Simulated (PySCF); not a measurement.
An excited-state table with gaps

Species: (H2B-mu-AsH2)2.
Bonds: B1–As4, B1–As8, As4–B5, B5–As8. Hydrogens: H2, H3 on B1; H9, H10 on As4; H6, H7 on B5; H11, H12 on As8.

Computed, not measured: PySCF, TDDFT PBE0/def2-SVPD, vertical, gas phase, core orbitals frozen in the response. One conformer (not necessarily the lowest) at the PBE0-D3(BJ)/def2-SVP geometry, without solvent, vibrations or thermal averaging. The PBE0/def2-SVPD calculation is non-relativistic and has no spin–orbit coupling, an omission that weighs most on arsenic.

Orbital energies (eV): HOMO-3 -8.92, HOMO-2 -8.52, HOMO-1 -8.28, HOMO -7.50, LUMO -0.36, LUMO+1 -0.22, LUMO+2 -0.15.

Lowest singlets, with some entries withheld (?). Orbitals of the list HOMO-3 to LUMO+2 that lie within 0.01 eV of each other are written together with a slash and their weights summed (≥ marks a lower bound); for degenerate orbitals outside that list single weights are arbitrary.

| state | ν̃ (cm⁻¹) | f | main configurations (H = HOMO, L = LUMO) |
| --- | --- | --- | --- |
| S1 | 47430 | 0.0000 | H→L (98%) |
| S2 | 49770 | 0.0001 | H→L+1 (99%) |
| S3 | 50990 | 0.0000 | H→L+2 (98%) |
| S4 | 51800 | 0.0000 | H-1→L (94%) |
| S5 | 51840 | 0.0000 | H→L+3 (93%) |
| S6 | 55380 | 0.0000 | H-1→L+1 (56%), H-2→L+2 (40%) |
| S7 | ? | 0.0000 | H-2→L (96%) |
| S8 | ? | 0.0056 | H-1→L+2 (53%), H-2→L+1 (43%) |
| S9 | ? | 0.0001 | H-2→L+2 (57%), H-1→L+1 (39%) |
| S10 | ? | 0.351 | H-2→L+1 (54%), H-1→L+2 (39%) |

Problem. What stands in place of each question mark?

Solution. 
- S7: ν̃ = 56320 cm⁻¹
- S8: ν̃ = 56850 cm⁻¹
- S9: ν̃ = 56860 cm⁻¹
- S10: ν̃ = 59030 cm⁻¹

Problem. Where do the lowest triplets lie (Tamm–Dancoff)?

Solution. T1 5.42 eV, H→L (97%); T2 5.57 eV, H→L+2 (94%); T3 5.90 eV, H→L+1 (95%); T4 6.18 eV, H-1→L (73%), H→L+3 (19%). E(S1) − E(T1) = +0.46 eV.

Problem. How far apart are S4 and S10, in eV and cm⁻¹?

Solution. 7.319 − 6.422 = 0.897 eV, or about 7230 cm⁻¹.

Problem. What is the mean static polarisability from the same response equations?

Solution. 94.7 au (14.04 Å³), with principal values 77.0, 94.1 and 113.1 au.

The run took 25 s of wall time (with the writing of density and orbital grids) on Intel Xeon 6975P-C, one thread, no GPU, shared host with 192 logical CPUs at a one-minute load of 84, and the process peaked at 0.81 GiB of memory.
